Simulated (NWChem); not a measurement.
System: C$_{3}$H$_{4}$F$_{2}$; SMILES C(/F)=C(\F)C

Parts of the log:

```
             Northwest Computational Chemistry Package (NWChem) 7.3.0
             --------------------------------------------------------

 CS  symmetry detected

                             Geometry "geometry" -> ""
                             -------------------------

 Output coordinates in angstroms (scale by  1.889725989 to convert to a.u.)

  No.       Tag          Charge          X              Y              Z
 ---- ---------------- ---------- -------------- -------------- --------------
    1 C                    6.0000    -1.41587542     0.64495110     0.00000000
    2 C                    6.0000     0.05216192     0.41679091     0.00000000
    3 F                    9.0000     0.79632416     1.54450840     0.00000000
    4 C                    6.0000     0.70291333    -0.73640812     0.00000000
    5 F                    9.0000     0.04011778    -1.90371396     0.00000000
    6 H                    1.0000    -1.70064870     1.21879537     0.88117798
    7 H                    1.0000    -1.93700424    -0.30714711     0.00000000
    8 H                    1.0000    -1.70064870     1.21879537    -0.88117798
    9 H                    1.0000     1.77512529    -0.84959683     0.00000000

 Effective nuclear repulsion energy (a.u.)     172.5469833606

      Symmetry information
      --------------------

 Group name             Cs
 Group number              2
 Group order               2
 No. of unique centers     8

                                Z-matrix (autoz)
                                --------

 Units are Angstrom for bonds and degrees for angles

[...]

      ----------------------
      Optimization converged
      ----------------------

  Step       Energy      Delta E   Gmax     Grms     Xrms     Xmax
  ---- ---------------- -------- -------- -------- -------- --------
@    4    -315.80578408 -3.5D-07  0.00011  0.00003  0.00053  0.00148
                                     ok       ok       ok       ok

                                Z-matrix (autoz)
                                --------

 Units are Angstrom for bonds and degrees for angles

[...]

 Rotational Constants
 --------------------
 A=   0.301418 cm-1  (  0.433664 K)
 B=   0.126993 cm-1  (  0.182710 K)
 C=   0.090881 cm-1  (  0.130754 K)

 Temperature                      =   298.15K
 frequency scaling parameter      =   1.0000

 Zero-Point correction to Energy  =   40.885 kcal/mol  (  0.065154 au)
 Thermal correction to Energy     =   44.195 kcal/mol  (  0.070429 au)
 Thermal correction to Enthalpy   =   44.787 kcal/mol  (  0.071373 au)

 Total Entropy                    =   72.764 cal/mol-K
   - Translational                =   38.961 cal/mol-K (mol. weight =  78.0281)
   - Rotational                   =   25.631 cal/mol-K (symmetry #  =        1)
   - Vibrational                  =    8.172 cal/mol-K

 Cv (constant volume heat capacity) =   17.653 cal/mol-K
   - Translational                  =    2.979 cal/mol-K
   - Rotational                     =    2.979 cal/mol-K
   - Vibrational                    =   11.694 cal/mol-K

[normal modes left out]

 ----------------------------------------------------------------------------
 Normal Eigenvalue ||           Projected Infra Red Intensities
  Mode   [cm**-1]  || [atomic units] [(debye/angs)**2] [(KM/mol)] [arbitrary]
 ------ ---------- || -------------- ----------------- ---------- -----------
    1       -0.000 ||    0.000053           0.001         0.052       0.031
    2        0.000 ||    0.000067           0.002         0.065       0.039
    3        0.000 ||    0.000000           0.000         0.000       0.000
    4        0.000 ||    0.000029           0.001         0.028       0.017
    5        0.000 ||    0.000004           0.000         0.004       0.003
    6        0.000 ||    0.000250           0.006         0.243       0.147
    7      178.175 ||    0.000026           0.001         0.026       0.016
    8      240.107 ||    0.005215           0.120         5.084       3.065
    9      333.495 ||    0.006594           0.152         6.428       3.875
   10      422.581 ||    0.007502           0.173         7.314       4.409
   11      454.776 ||    0.005332           0.123         5.198       3.134
   12      584.278 ||    0.001030           0.024         1.004       0.605
   13      838.727 ||    0.031487           0.726        30.695      18.503
   14      874.154 ||    0.005117           0.118         4.988       3.007
   15     1009.210 ||    0.008880           0.205         8.657       5.218
   16     1048.610 ||    0.000519           0.012         0.506       0.305
   17     1211.685 ||    0.133875           3.089       130.508      78.673
   18     1280.575 ||    0.178778           4.125       174.282     105.060
   19     1336.328 ||    0.003664           0.085         3.572       2.153
   20     1431.563 ||    0.035660           0.823        34.763      20.956
   21     1443.215 ||    0.011132           0.257        10.852       6.542
   22     1448.497 ||    0.000659           0.015         0.643       0.388
   23     1827.644 ||    0.002750           0.063         2.681       1.616
   24     3060.363 ||    0.010246           0.236         9.989       6.021
   25     3141.648 ||    0.004378           0.101         4.268       2.573
   26     3197.625 ||    0.000847           0.020         0.826       0.498
   27     3249.859 ||    0.005357           0.124         5.222       3.148
 ----------------------------------------------------------------------------
```

Level: PBE0/def2-SVP. 

Q: Reconstruct the input file.

A: This is not unique; one that fits is the input that was run:
```
start job
memory heap 200 mb stack 900 mb global 1100 mb
geometry units angstroms
  C     -1.569704    -0.301161     0.233860
  C     -0.235982     0.344997     0.129667
  F     -0.221666     1.658766     0.444834
  C      0.915153    -0.203034    -0.227958
  F      0.989078    -1.502334    -0.556980
  H     -1.945876    -0.210097     1.252198
  H     -1.493315    -1.349964    -0.034921
  H     -2.274697     0.197214    -0.430619
  H      1.860794     0.311326    -0.288349
end
basis spherical
  * library def2-svp
end
dft
  xc pbe0
  iterations 150
end
driver
  maxiter 120
end
task dft optimize
task dft freq
```
